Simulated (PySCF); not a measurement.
A run for PySCF: R-HF/STO-3G on BH5N2O (SMILES NB(N)O), a point of a torsion scan.

```python
from pyscf import gto, scf, dft, mp
from pyscf.data.elements import chemcore

mol = gto.M(
    atom='''
    N     0.90987003    0.93525431   -0.13247216
    B     0.08486712   -0.21563686   -0.08632876
    N    -1.31886609   -0.08985326   -0.10868170
    O     0.61104430   -1.47820705    0.06728329
    H     1.91240399    0.90099804   -0.12004292
    H     0.54802236    1.86422926   -0.23504363
    H    -1.80176252    0.78615888   -0.05017516
    H    -1.90972979   -0.88936193    0.01878763
    H     1.48856231   -1.57854730   -0.29389349
    ''',
    basis='sto-3g',
    charge=0, spin=0, verbose=3, max_memory=1800)
mf = scf.RHF(mol)
mf.conv_tol = 1e-8
mf.max_cycle = 100
mf.kernel()
if not mf.converged:
    mf = mf.newton().run(mf.mo_coeff, mf.mo_occ)
```

**Question.** Predict the final total energy.

**Answer.** -208.7195 hartree.
